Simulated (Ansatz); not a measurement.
```yaml
crystal:
  periodic: [false, false, false]
  atoms:
    - {symbol: C, position_ang: [0.710572, 0.483481, 0.355648]}
    - {symbol: C, position_ang: [-0.394819, -0.100783, -0.242361]}
    - {symbol: Cl, position_ang: [-1.715278, 0.775480, 0.224718]}
    - {symbol: I, position_ang: [-0.676678, -1.964756, -1.251138]}
    - {symbol: H, position_ang: [1.307814, -0.245512, 0.178393]}
    - {symbol: H, position_ang: [0.793478, 1.268327, 0.681543]}
basis:
  gaussian: {orbitals: def2-SVPD, fitting: {mean_field: cc-pVTZ-jkfit}}
hamiltonian: {xc: {name: r2SCAN50}, dispersion: d3bj, pseudopotentials: {relativity: scalar}}
output: {forces: true}
```

```sh
$ ansatz run in.yaml --threads 2 --pin off --events-out ev --progress --plain --max-ram 4352MiB
```

(1) How does Ansatz answer? (Best estimate.)

## Answers

(1) Ansatz gave: The input was rejected before any iteration.
```
Warning: the engine holds no damping parameters fitted to this dispersion correction and functional, so the run takes those fitted to r2scan50 beside the three-body term, which d3bj leaves out (hamiltonian.dispersion, under Limitations)
Functional definition: r2SCAN50
Error: <dir> the basis set cc-pVTZ-JKFIT has no functions for I
```
